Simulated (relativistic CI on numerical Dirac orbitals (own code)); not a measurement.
## Radial parameters of V13+

Computed by Dirac-Coulomb-Breit CI, orbitals from a KLI potential per configuration, model QED (radiative potential, 1s self-energy scaled to tabulated hydrogen-like ionisation energies), unscaled Slater integrals (own radial code, finite nucleus).

Slater integrals F^k, G^k are unscaled and averaged over j, outside the closed core 1s2; ζ comes from projecting the Hamiltonian with its Breit term on Σ l·s of the shell.

- 2s2 2p5 3s: ζ(2p) = 38365, G^1(2p,3s) = 33246 cm⁻¹; <r>(2p) = 0.263, <r^2>(2p) = 0.08447, <r>(3s) = 0.7679, <r^2>(3s) = 0.6694 (bohr units).
- 2s2 2p5 3p: ζ(2p) = 38341, F^2(2p,3p) = 82947, G^0(2p,3p) = 33430, G^2(2p,3p) = 36005, ζ(3p) = 8122.3 cm⁻¹; <r>(2p) = 0.2633, <r^2>(2p) = 0.08468, <r>(3p) = 0.7607, <r^2>(3p) = 0.6654 (bohr units).
- 2s2 2p5 3d: ζ(2p) = 38436, F^2(2p,3d) = 101070, G^1(2p,3d) = 89316, G^3(2p,3d) = 51294, ζ(3d) = 651.72 cm⁻¹; <r>(2p) = 0.2633, <r^2>(2p) = 0.0847, <r>(3d) = 0.6962, <r^2>(3d) = 0.5606 (bohr units).

Averages of the first 10 configurations, taken without configuration mixing, which lowers the lowest level and can move excited configurations by several eV; other configurations of the list can lie among them:

| Configuration | Parity | States | Average energy above the lowest level (eV) |
| --- | --- | --- | --- |
| 2s2 2p6 | even | 1 | 0.0 |
| 2s2 2p5 3s | odd | 12 | 521.9 |
| 2s2 2p5 3p | even | 36 | 550.4 |
| 2s2 2p5 3d | odd | 60 | 587.2 |
| 2s 2p6 3s | even | 4 | 632.2 |
| 2s 2p6 3p | odd | 12 | 659.6 |
| 2s 2p6 3d | even | 20 | 696.1 |
| 2s2 2p5 4s | odd | 12 | 699.4 |
| 2s2 2p5 4p | even | 36 | 710.7 |
| 2s2 2p5 4d | odd | 60 | 724.2 |
